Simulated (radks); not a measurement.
Coulomb parameter of the 3d shell of the copper ion Cu2+ in the model configuration [Ar] 3d8 4s1, as a second difference U = [E(n + 0.5) + E(n - 0.5) - 2 E(n)] / (0.5)^2 with all orbitals relaxed. "Bare": the charge of the atom changes with n. "Screened": the 4s shell takes up the change at fixed total charge, which measures U(3d,3d) + U(4s,4s) - 2 U(3d,4s). Calculated with a radial shooting solver on a logarithmic mesh with Libxc functionals: Dirac Kohn-Sham, PBE, spin-unpolarised, spherical densities, point nucleus; open shells are shared between the two j in proportion to 2j + 1.

case,configuration,E - E(n) (eV)
start,[Ar] 3d8 4s1,0.000
bare +0.5,[Ar] 3d8.5 4s1,-15.899
bare -0.5,[Ar] 3d7.5 4s1,20.698
screened +0.5,[Ar] 3d8.5 4s0.5,-5.315
screened -0.5,[Ar] 3d7.5 4s1.5,6.561

U(bare) = 19.195 eV, U(screened by 4s) = 4.982 eV.
